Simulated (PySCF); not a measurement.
[MnI4]2-: Mn(II) (d5), charge -2. The structure is a PBE0-D3(BJ)/def2-SVP, IEF-PCM water geometry optimised for multiplicity 6; coordination tetrahedral, point group Td, metal–donor distances 2.74 Å.

Method (PySCF 2.14, density fitting): CASSCF(5,5) with orbitals averaged over all microstates of the shell, strongly contracted NEVPT2 on the averaged canonical orbitals; basis x2c-TZVPall on the metal, x2c-SVPall elsewhere; spin-free X2C; IEF-PCM water; spin-orbit coupling by state interaction with the mean-field operator over all roots.

CASSCF energies above the lowest CASSCF root:

| state | CASSCF / cm⁻¹ |
| --- | --- |
| 6A1 | 0 |
| 4T1 | 29106 |
| 4T2 | 29429 |
| 4A1 | 29634 |
| 4E | 29699 |
| 4T1 | 34767 |
| 4T2 | 36610 |
| 4E | 37038 |
| 2T2 | 41586 |
| 2A2 | 41720 |
| 2T1 | 41904 |
| 2T2 | 41993 |
| 2E | 42102 |
| 2A1 | 42238 |
| 2T2 | 46648 |
| 2E | 47735 |
| 2T1 | 48864 |
| 2A2 | 48976 |
| 4T1 | 49599 |
| 2T2 | 49709 |
| 4T2 | 50040 |
| 4A2 | 50171 |

Problem. How does dynamic correlation (SC-NEVPT2) move these states?

Solution. 
```
state  NEVPT2 / cm⁻¹  shift / cm⁻¹
  6A1              0             0
  4T1          25950         -3156
  4T2          26747         -2682
  4A1          27073         -2561
   4E          27113         -2586
  4T1          30867         -3899
  4T2          31920         -4691
   4E          32514         -4524
  2T2          38053         -3534
  2A2          38450         -3270
  2T1          38767         -3137
  2T2          38986         -3007
   2E          39202         -2900
  2A1          39452         -2787
  2T2          40369         -6279
   2E          41642         -6093
  2T1          43215         -5648
  2A2          43554         -5421
  4T1          43292         -6307
  2T2          44263         -5446
  4T2          43953         -6088
  4A2          43888         -6283
```

Gaps between spin states lean to high spin in this active space.
